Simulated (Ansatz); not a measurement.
CH$_{7}$BrGeN$_{2}$ (SMILES [CH3][Ge]([NH2])([NH2])[Br]), singlet, at a GFN2-xTB geometry, atoms displaced at random by about 0.08 Å a coordinate; PBE/STO-3G, gradient run with Ansatz (an electronic-structure program).

The Ansatz input:
Ansatz 0.2 input:
```yaml
crystal:
  periodic: [false, false, false]
  atoms:
    - {symbol: C, position_ang: [1.83148028, 0.52937539, -1.34248887]}
    - {symbol: Ge, position_ang: [0.13381047, 0.33708822, -0.44680237]}
    - {symbol: N, position_ang: [-1.28058514, 0.06006062, -1.71332237]}
    - {symbol: N, position_ang: [-0.18141877, 1.94842716, 0.40870097]}
    - {symbol: Br, position_ang: [-0.30681941, -1.20076906, 1.01229297]}
    - {symbol: H, position_ang: [1.97154501, -0.46725439, -1.90016610]}
    - {symbol: H, position_ang: [2.00736975, 1.40742383, -2.09750206]}
    - {symbol: H, position_ang: [2.63668675, 0.58302025, -0.69282546]}
    - {symbol: H, position_ang: [-2.20410946, 0.17693484, -1.32978635]}
    - {symbol: H, position_ang: [-1.24553487, 0.82226775, -2.36873689]}
    - {symbol: H, position_ang: [-0.73707668, 2.11770121, 1.21738852]}
    - {symbol: H, position_ang: [0.15145724, 2.96745512, 0.03434826]}
basis:
  gaussian:
    orbitals: STO-3G
hamiltonian:
  xc: pbe
output: {forces: true}
```

Output, abridged:

```
Functional definition: PBE
668 factors; integrals over basis functions are off by at most 3.5e-5 eV
mean field evaluation 1: about -129003.5964 eV, gradient 3.6e2 eV
mean field evaluation 2: about -129079.8120 eV, gradient 1.2e2 eV
mean field evaluation 4: about -128939.7857 eV, gradient 1.3e2 eV
mean field evaluation 8: about -129198.6875 eV, gradient 4.3e0 eV
mean field evaluation 16: about -129198.6564 eV, gradient 2.3e-2 eV
mean field -129198.65639583 eV, -4747.9630485520 hartree, gradient 1.7e-5 eV, S^2 0.000000; 0 other end points of the search recorded, 0 dependent functions left out
the calculation of the forces begins
reference -129198.65642255 eV, -4747.9630495340 hartree; 47, 47 occupied and 11, 11 virtual orbitals, 668 factors
Total energy: -129198.65642255 eV, -4747.9630495340 hartree
Atom 0 at     1.831480     0.529375    -1.342489 Å, force    -2.604499    -0.959973    -3.457272 eV/Å
Atom 1 at     0.133810     0.337088    -0.446802 Å, force    -1.061793     4.360401    -1.381786 eV/Å
Atom 2 at    -1.280585     0.060061    -1.713322 Å, force     3.606445    -2.016521     1.013186 eV/Å
Atom 3 at    -0.181419     1.948427     0.408701 Å, force     2.884089     1.101214    -3.861694 eV/Å
Atom 4 at    -0.306819    -1.200769     1.012293 Å, force    -0.076624    -1.261915     1.199092 eV/Å
Atom 5 at     1.971545    -0.467254    -1.900166 Å, force     0.073145     1.543002     0.320002 eV/Å
Atom 6 at     2.007370     1.407424    -2.097502 Å, force    -0.960964    -1.651087     1.312479 eV/Å
Atom 7 at     2.636687     0.583020    -0.692825 Å, force     2.282084     0.173757     2.321089 eV/Å
Atom 8 at    -2.204109     0.176935    -1.329786 Å, force    -2.208921     0.124166     1.640005 eV/Å
Atom 9 at    -1.245535     0.822268    -2.368737 Å, force     0.350100     1.986217    -1.980012 eV/Å
Atom 10 at    -0.737077     2.117701     1.217389 Å, force    -1.565488    -0.077829     2.053352 eV/Å
Atom 11 at     0.151457     2.967455     0.034348 Å, force    -0.717576    -3.321432     0.821558 eV/Å
Dipole moment:     0.091910     0.487951    -0.053960 e Å
```
